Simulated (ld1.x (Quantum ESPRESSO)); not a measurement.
## Ag: one change to a TM potential, before and after

- Element: silver (Ag)
- Generator: ld1.x (Quantum ESPRESSO) 7.5
- Type: norm-conserving Troullier–Martins (Kleinman–Bylander form)
- Functional: PBE
- Relativity: scalar-relativistic
- Frozen core: [Kr]
- Valence charge: 11
- Reference configuration: 4d10 5s0 5p1
- Partial waves: 5p (bound): rc 3.15 bohr; 4d (bound): rc 1.70 bohr; 5s (bound, empty): rc 1.75 bohr
- Local potential: the s channel
- Core correction: none

All-electron outer shells of the reference configuration (PBE, scalar-relativistic, ld1.x):

```
shell  level (eV)  outermost node (bohr)  outermost maximum (bohr)
   4s      -97.07                   0.44                      0.82
   4p      -60.61                   0.44                      0.88
   4d       -9.43                   0.43                      1.04
   5s       -5.76                   1.11                      2.43
   5p       -1.69                   1.25                      3.58
```

Change: all radii scaled by about 1.38 (s 2.42, p 4.34, d 2.34 bohr).

Cutoffs: the cutoffs (Ry, on a coarse ladder) from which the occupation-weighted sum of valence levels, in a spherical-Bessel basis at the reference potential, stays within 10 and 1 mRy of its value at 400 Ry; they do not see the model core or the augmentation charge, which bear on the density cutoff. Errors are all-electron minus pseudo energies relative to the spin-unpolarised reference configuration.

Question: What does the change do?

Answer: The potential gets softer (70 Ry and 100 Ry → 45 Ry and 80 Ry); of the 7 tests that both files solve, the error grows in 4 and shrinks in 2 by more than 15 % and 0.3 meV (median size 57.0 → 88.7 meV); neither file shows a bound ghost. A larger radius leaves more room for a smooth pseudo-wave, so fewer plane waves are needed.

```csv
quantity,base,changed
"cutoff, loose",70 Ry,45 Ry
"cutoff, tight",100 Ry,80 Ry
loose cutoff by channel (10 mRy a level),"p 6 Ry, d 50 Ry","p 6 Ry, d 40 Ry"
bound ghosts,none,none
"error for 4d10 5s1 5p0, meV [ΔE -3.87 eV]",+7.4,+9.8
"error for 4d10 5s0 5p0, meV [ΔE 3.89 eV]",+1.4,-1.0
"error for 4d9 5s0 5p0, meV [ΔE 26.01 eV]",-65,-107
"error for 4d10 5s0.5 5p0, meV [ΔE -0.85 eV]",+1.2,+2.5
"error for 4d7 5s0 5p0, meV [ΔE 113.91 eV]",-1285,-1080
"error for 4d9 5s1 5p1, meV [ΔE 4.71 eV]",-89,-89
"error for 4d9 5s1 5p0, meV [ΔE 9.29 eV]",-57,-100
```
